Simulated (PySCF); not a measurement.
**Exercise with solution: chemical shift, span and skew from a shielding tensor**

C4H7BO, SMILES CB1CC=CO1. Atoms are numbered in the order given.

```xyz
13

C      0.0022     2.2678     0.0000
B     -0.0321     0.7059     0.0000
C     -1.2507    -0.3120     0.0000
C     -0.5107    -1.6183     0.0000
C      0.8032    -1.3731     0.0000
O      1.1322    -0.0338     0.0000
H     -0.5307     2.6660    -0.8797
H      1.0258     2.6684     0.0000
H     -0.5307     2.6660     0.8797
H     -1.9095    -0.1843    -0.8787
H     -1.9095    -0.1843     0.8787
H     -0.9539    -2.6148     0.0000
H      1.6480    -2.0630     0.0000
```

Geometry: PBE0-D3(BJ)/def2-SVP. The structure was generated by enumeration, and PubChem lists no compound with its InChIKey, so it may never have been made. The values are those of a single conformer.

GIAO shieldings from PySCF with PBE/pcSseg-1, non-relativistic, no solvent. The symmetric part of the tensor of C4 has the principal values -37.7, 83.3, 145.4 ppm. The same nucleus in TMS has σ = 182.0 ppm at this level (PySCF, at its B3LYP-D3(BJ)/def2-TZVP geometry).

Q: Work out the isotropic shielding, the ¹³C shift against TMS, the span and the skew.

A: 
σ(iso) = (σ11 + σ22 + σ33)/3 = 63.7 ppm. δ = σ(ref) − σ(iso) = 182.0 − (63.7) = 118.3 ppm.
Span Ω = σ33 − σ11 = 183.1 ppm. Skew κ = 3(σ(iso) − σ22)/Ω = -0.32. Tumbling in solution averages the tensor to δ; in a static solid the shielding alone would spread this spin-1/2 line over Ω.
